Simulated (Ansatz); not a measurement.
One change: `BrC1CO1` becomes `ClBC1CO1`.

Ansatz, PBE0-D4/def2-TZVP geometries, multiplicity 1. Each molecule was computed in one conformer, which needn't be the lowest.

Scalar relativity is left out up to krypton.

```csv
property,`BrC1CO1`
HOMO energy (PBE0/def2-TZVPP) / eV,-8.02
HOMO–LUMO gap (ωB97M-V/def2-TZVPP) / eV,12.33
size of the dipole moment (B3LYP/def2-TZVPP) / D,2.18
HOMO–LUMO gap (PBE/def2-TZVPP) / eV,5.65
HOMO energy (ωB97M-V/def2-TZVPP) / eV,-10.28
HOMO energy (PBE/def2-TZVPP) / eV,-6.68
```

(1) Give the same properties after the change, and the shifts. (Estimate.)

## Answers

(1) The calculation gave: 
```json
{"property": "HOMO energy (PBE0/def2-TZVPP) / eV", "`ClBC1CO1`": "-8.11", "shift": "-0.09"}
{"property": "HOMO–LUMO gap (ωB97M-V/def2-TZVPP) / eV", "`ClBC1CO1`": "10.90", "shift": "-1.43"}
{"property": "size of the dipole moment (B3LYP/def2-TZVPP) / D", "`ClBC1CO1`": "2.11", "shift": "-0.07"}
{"property": "HOMO–LUMO gap (PBE/def2-TZVPP) / eV", "`ClBC1CO1`": "3.88", "shift": "-1.77"}
{"property": "HOMO energy (ωB97M-V/def2-TZVPP) / eV", "`ClBC1CO1`": "-10.52", "shift": "-0.24"}
{"property": "HOMO energy (PBE/def2-TZVPP) / eV", "`ClBC1CO1`": "-6.46", "shift": "0.22"}
```

With PBE0 the HOMO falls by 0.09 eV and the LUMO falls by 1.62 eV, so the gap narrows by about 1.53 eV. PBE moves the HOMO by 0.22 eV and ωB97M-V by -0.24 eV. The zero-point energy changes by 36.3 kJ/mol with +6 modes. Dipoles are sizes alone; their direction can turn.

B3LYP here is the variant with VWN-RPA as its local correlation; programs differ in this.

Spin–orbit coupling is left out; it splits and shifts lone-pair levels of the heavy atoms by tenths of an eV.
